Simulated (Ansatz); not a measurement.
Frontier orbitals of `S=C=[Se]`.

| atom | x (Å) | y (Å) | z (Å) |
| --- | --- | --- | --- |
| S1 | -0.978 | 0.615 | 1.098 |
| C2 | -0.030 | 0.019 | 0.034 |
| Se3 | 1.008 | -0.634 | -1.132 |

Charge 0, multiplicity 1. Correlated methods include outer-core shells of Se, which these sets cover unevenly. Scalar relativity is left out up to krypton. The structure was optimised at the PBE0-D4/def2-TZVP level. Basis def2-TZVPP, Ansatz.

A caution on the coupled-cluster cation, which keeps the state that its UHF reference found: spin contamination of the cation.

```csv
functional,HOMO (eV),LUMO (eV),gap (eV)
PBE,-6.49,-2.85,3.64
PBE0,-7.50,-2.11,5.39
BHLYP,-8.32,-1.21,7.11
CAM-B3LYP,-8.61,-1.07,7.54
ωB97X-V,-9.53,-0.11,9.42
ωB97M-V,-9.38,-0.09,9.29
HF,-9.63,1.13,10.76
```

**Question.** What is the vertical ionisation energy at frozen-core CCSD(T)/def2-TZVPP? (An estimate is asked.)

**Answer.** Computed: 9.58 eV (T1 of the cation 0.036).

From PBE to PBE0 the HOMO moves by −1.01 eV and the LUMO by +0.74 eV, and with ωB97M-V by −2.89 and +2.76 eV, so the gap grows from 3.64 to 9.28 eV with exact exchange. −ε(HOMO) differs from that ionisation energy by −3.09 eV with PBE and −0.21 eV with ωB97M-V.
